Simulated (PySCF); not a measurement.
PySCF input for AlBH₄O₄, SMILES O[B](O)[Al]([OH])[OH], PBE/pcSseg-1. The structure is a stationary point at ωB97X-D3(BJ)/def2-SVP. The structure was generated by enumeration; whether it is a known compound was not checked. Other conformers were not sampled.

```python
import numpy as np
from pyscf import gto, scf, dft
from pyscf.prop.nmr import rks as nmr

mol = gto.M(
    atom='''
    B    -0.00000000   -0.00000000    1.27367856
    O    -1.19991152   -0.02540036    1.94072827
    O     1.19991152    0.02540036    1.94072827
    Al    0.00000000    0.00000000   -0.84248730
    O    -0.01976060    1.48703431   -1.68822971
    O     0.01976060   -1.48703431   -1.68822971
    H    -1.12562727   -0.02383954    2.90466425
    H     1.12562727    0.02383954    2.90466425
    H    -0.02159557    1.64767085   -2.63268168
    H     0.02159556   -1.64767085   -2.63268168
    ''',
    basis='pcSseg-1',
    charge=0,
    spin=0,
    max_memory=1600,
    verbose=3,
)
mf = dft.RKS(mol, xc='pbe')
mf.grids.level = 3
mf.conv_tol = 1e-10
mf.max_cycle = 100
mf.kernel()
n = nmr.NMR(mf)
n.verbose = 2
n.max_cycle_cphf = 60
sigma = n.kernel()
print('atom   isotropic/ppm   span/ppm')
for i, s in enumerate(sigma):
    w = np.linalg.eigvalsh((s + s.T) / 2)
    print(f'{mol.atom_symbol(i):2s}{i + 1:3d} {w.mean():14.3f} {w[2] - w[0]:11.3f}')
```

Log of the run:

```
converged SCF energy = -570.267081096191
atom   isotropic/ppm   span/ppm
B   1         66.802      36.868
O   2        166.593     173.559
O   3        166.593     173.559
Al  4        433.488     102.847
O   5        277.350     115.031
O   6        277.350     115.031
H   7         27.797      13.330
H   8         27.797      13.330
H   9         29.479      20.617
H  10         29.479      20.617
```

The calculation finished and met its thresholds.
